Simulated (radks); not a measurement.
The gold ion Au3+, configuration [Xe] 4f14 5d7 5f1 (not the ground configuration).

All-electron calculation, Dirac Kohn-Sham, LDA (Slater exchange, Perdew-Wang correlation), spin-unpolarised, spherical densities, finite nucleus; open shells fill j = l - 1/2 first; Fermi nuclear charge, rms radius 5.4371 fm. Program: a radial shooting solver on a logarithmic mesh with Libxc functionals.

Energy parts (hartree):
| part | energy |
|---|---|
| total | -19029.7387 |
| kinetic | 21841.4020 |
| electron-nucleus | -47806.5697 |
| Hartree | 7288.6008 |
| exchange-correlation | -353.1717 |

Orbitals (lengths in bohr, moments of r in powers of bohr):
| orbital | occ. | eigenvalue (hartree) | <1/r> | <r^2> | <r> | <r^4> |
|---|---|---|---|---|---|---|
| 1s1/2 | 2 | -2961.611 | 95.60 | 0.0003939 | 0.01688 | 4.261e-07 |
| 2s1/2 | 2 | -523.5733 | 23.50 | 0.005946 | 0.07051 | 0.00006204 |
| 2p1/2 | 2 | -502.4711 | 23.48 | 0.004204 | 0.05800 | 0.00003682 |
| 2p3/2 | 4 | -435.0913 | 19.13 | 0.005392 | 0.06655 | 0.00005702 |
| 3s1/2 | 2 | -124.7974 | 8.625 | 0.03864 | 0.1835 | 0.002259 |
| 3p1/2 | 2 | -115.2460 | 8.546 | 0.03520 | 0.1737 | 0.001967 |
| 3p3/2 | 4 | -100.3805 | 7.412 | 0.04163 | 0.1894 | 0.002715 |
| 3d3/2 | 4 | -84.39740 | 7.313 | 0.03191 | 0.1649 | 0.001800 |
| 3d5/2 | 6 | -81.19920 | 7.054 | 0.03366 | 0.1696 | 0.001984 |
| 4s1/2 | 2 | -28.33183 | 3.653 | 0.1874 | 0.4072 | 0.05083 |
| 4p1/2 | 2 | -24.25155 | 3.546 | 0.1910 | 0.4095 | 0.05419 |
| 4p3/2 | 4 | -20.67700 | 3.150 | 0.2240 | 0.4438 | 0.07431 |
| 4d3/2 | 4 | -13.97018 | 2.948 | 0.2364 | 0.4520 | 0.08884 |
| 4d5/2 | 6 | -13.30421 | 2.857 | 0.2481 | 0.4633 | 0.09777 |
| 4f5/2 | 6 | -4.69101 | 2.483 | 0.2960 | 0.4944 | 0.1788 |
| 4f7/2 | 8 | -4.55053 | 2.448 | 0.3044 | 0.5013 | 0.1894 |
| 5s1/2 | 2 | -5.58111 | 1.490 | 0.9516 | 0.9213 | 1.308 |
| 5p1/2 | 2 | -4.23876 | 1.368 | 1.107 | 0.9906 | 1.821 |
| 5p3/2 | 4 | -3.60767 | 1.227 | 1.321 | 1.082 | 2.602 |
| 5d3/2 | 4 | -1.76433 | 0.9495 | 2.170 | 1.373 | 7.715 |
| 5d5/2 | 3 | -1.69148 | 0.9187 | 2.301 | 1.414 | 8.676 |
| 5f5/2 | 1 | -0.46094 | 0.3405 | 14.96 | 3.594 | 369.2 |
| 5f7/2 | 0 | -0.45965 | 0.3382 | 15.11 | 3.614 | 375.4 |

The highest occupied level is 5f5/2 at -12.543 eV. The electron density at the nucleus is 2.134e+06 e/bohr^3.
